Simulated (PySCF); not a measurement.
# Ionisation energy of Re by level of theory

Re [Xe] 4f14 5d5 6s2 (6S) → Re⁺ [Xe] 4f14 5d5 6s1 (7S), as a difference of total energies. Calculation: PySCF 2.14, in ANO-RCC-VTZP (8s7p5d3f2g1h, 104 functions); scalar relativity by spin-free X2C-1e. Correlated levels: valence: [Xe] 4f14 frozen. The calculations carry no spin-orbit coupling.

```csv
method,ionisation energy (eV),error (eV)
UHF,5.949,-1.885
MP2 (valence),7.198,-0.636
SCS-MP2 (valence),7.449,-0.385
CCSD (valence),7.329,-0.505
CCSD(T) (valence),7.421,-0.413
```

Reference: 7.834 eV (measured; NIST Atomic Spectra Database, ionization energies).

Errors of the correlated levels include the incompleteness of this basis and the frozen core.
